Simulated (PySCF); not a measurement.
Breaking a bond: CH3Br, SMILES CBr. The C1–Br5 bond (C1 also carries H, H, H; Br5 carries nothing else) is varied alone, starting from the PBE0/def2-TZVP optimised geometry.

- RKS-B3LYP/3-21G = restricted B3LYP/3-21G (PySCF)
- RMP2/6-31G* = restricted MP2 (frozen core)/6-31G*, spherical d in PySCF 2.14.0
- UMP2/6-31G* = unrestricted MP2 (frozen core)/6-31G*, spherical d (PySCF)
- UKS-PBE = unrestricted PBE/def2-TZVP (PySCF)

Energies are in kcal/mol, each relative to the lowest point of its own curve near equilibrium.

| R / Å | RKS-B3LYP/3-21G | RMP2/6-31G* | UMP2/6-31G* | UKS-PBE |
|---|---|---|---|---|
| 1.56 | 75.3 | 62.6 | 62.6 | 59.7 |
| 1.63 | 47.3 | 36.9 | 36.9 | 35.4 |
| 1.76 | 16.2 | 10.1 | 10.1 | 10.0 |
| 1.80 | 10.6 | 5.8 | 5.8 | 5.8 |
| 1.87 | 4.1 | 1.3 | 1.3 | 1.4 |
| 1.93 | 1.1 | 0.0 | 0.0 | 0.0 |
| 2.00 | 0.0 | 0.6 | 0.6 | 0.3 |
| 2.03 | 0.2 | 1.4 | 1.4 | 0.9 |
| 2.11 | 2.0 | 4.8 | 4.8 | 3.8 |
| 2.27 | 9.8 | 14.9 | 14.9 | 12.6 |
| 2.38 | 17.0 | 23.3 | 26.9 | 19.9 |
| 2.63 | 34.9 | 42.9 | 52.9 | 36.8 |
| 2.92 | 54.3 | 63.7 | 66.4 | 54.2 |
| 3.20 | 69.8 | 80.2 | 72.3 | 66.3 |
| 3.47 | 81.7 | 92.7 | 75.0 | 72.6 |
| 3.85 | 94.1 | 105.2 | 76.9 | 77.5 |
| 4.24 | 102.5 | 112.5 | 77.8 | 80.0 |
| 4.68 | 108.4 | 115.2 | 78.2 | 81.5 |
| 5.24 | 112.2 | 112.7 | 78.4 | 82.4 |
| 5.84 | 114.0 | 105.6 | 78.5 | 82.8 |

At the longest distance, 5.84 Å, RKS-B3LYP/3-21G lies highest above its minimum (114.0 kcal/mol) and UMP2/6-31G* lowest (78.5 kcal/mol).

The RMP2/6-31G* curve passes through a maximum at 4.68 Å and then falls by 9.6 kcal/mol up to the last usable point.

The restricted form behind RKS-B3LYP/3-21G, RMP2/6-31G* keeps the bonding electrons paired and can't separate into open-shell fragments. The unrestricted determinant behind UMP2/6-31G* is spin-contaminated at 2.38 to 5.84 Å (<S²> up to 1.0, against 0.00 for a pure singlet). The unrestricted determinant behind UKS-PBE is spin-contaminated at 3.20 to 5.84 Å (<S²> up to 0.9, against 0.00 for a pure singlet).
